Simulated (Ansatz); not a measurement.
Start from `[NH2][GeH2][SnH3]` and change one atom or group to get `[NH2][GeH2][NH2]`.

Ansatz, PBE0-D4/def2-TZVP geometries, multiplicity 1. Each molecule was computed in one conformer, which needn't be the lowest.

Elements past krypton have def2 core potentials. Scalar relativity is left out up to krypton.

```json
{"property": "HOMO–LUMO gap (ωB97M-V/def2-TZVPP) / eV", "`[NH2][GeH2][SnH3]`": "10.83"}
{"property": "LUMO energy (B3LYP/def2-TZVPP) / eV", "`[NH2][GeH2][SnH3]`": "-0.41"}
{"property": "LUMO energy (PBE/def2-TZVPP) / eV", "`[NH2][GeH2][SnH3]`": "-0.94"}
{"property": "HOMO energy (ωB97M-V/def2-TZVPP) / eV", "`[NH2][GeH2][SnH3]`": "-9.45"}
{"property": "zero-point energy (PBE0-D4/def2-TZVP) / kJ/mol", "`[NH2][GeH2][SnH3]`": "162.2"}
{"property": "LUMO energy (ωB97M-V/def2-TZVPP) / eV", "`[NH2][GeH2][SnH3]`": "1.38"}
```

(1) Give the same properties after the change, and the shifts. (Best estimate.)

## Answers

(1) The calculation gave: 
```csv
property,`[NH2][GeH2][NH2]`,shift
HOMO–LUMO gap (ωB97M-V/def2-TZVPP) / eV,11.97,1.14
LUMO energy (B3LYP/def2-TZVPP) / eV,0.50,0.91
LUMO energy (PBE/def2-TZVPP) / eV,-0.01,0.93
HOMO energy (ωB97M-V/def2-TZVPP) / eV,-9.62,-0.17
zero-point energy (PBE0-D4/def2-TZVP) / kJ/mol,177.6,15.4
LUMO energy (ωB97M-V/def2-TZVPP) / eV,2.35,0.97
```

The zero-point energy changes by 15.4 kJ/mol with -3 modes.

Positive LUMOs are unbound, so they and the gaps depend on the basis.

B3LYP here is the variant with VWN-RPA as its local correlation; programs differ in this.
